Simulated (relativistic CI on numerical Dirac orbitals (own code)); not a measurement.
## Hyperfine structure of Tl LXXIV, mass number 204

Calculated at this level of theory: Dirac-Coulomb-Breit CI, separate exchange-only KLI orbitals for each configuration, model QED, unscaled Slater integrals (own radial code, finite nucleus).

CI space (outside the closed core 1s2): 2s²2p⁴, 2s2p⁵, 2p⁶, 2s²2p³3s, 2p⁵3s, 2p⁵3p, 2s²2p³3p, 2p⁵3d, 2s²2p³3d, 2s2p⁴3s, 2s2p⁴3p, 2s2p⁴3d, 2s²2p³4s, 2s²2p³4p, 2s²2p³4d, 2s²2p³4f. Levels of other configurations are missing.

Nuclear spin I = 2, μ = 0.09 μN (tables of Stone and Pyykkö). The electronic factors are computed for point nuclear moments, without core polarisation or the Bohr-Weisskopf and QED corrections.

```tsv
Level	E (Ry)	A (GHz)
2s²2p⁴ ³P2	0.000	50.24
2s²2p⁴ ³P1	156.974	-69.04
2s²2p⁴ ¹D2	158.352	170.4
2s2p⁵ ³P°2	191.657	444.4
2s2p⁵ ¹P°1	198.775	-343.5
2s2p⁵ ³P°1	352.709	1078
```

Levels with J = 0, under 50 % of one LS term, or S terms without an open s electron are left out. Small factors come from cancelling terms and can be off by tens of per cent or more.

At this charge energies of transitions that change n are usually good to better than 1 %, and those within a shell (Δn = 0) to a few per cent.

Give the hyperfine levels of 2s²2p⁴ ³P1 relative to its centre of gravity.

With K = F(F + 1) − I(I + 1) − J(J + 1), E = AK/2: F = 1: 207.1, F = 2: 69.04, F = 3: -138.1 GHz.

LS names give the leading component of a level, which can be under half, so a name can repeat, a term be missing and a line seem to break the LS rules.
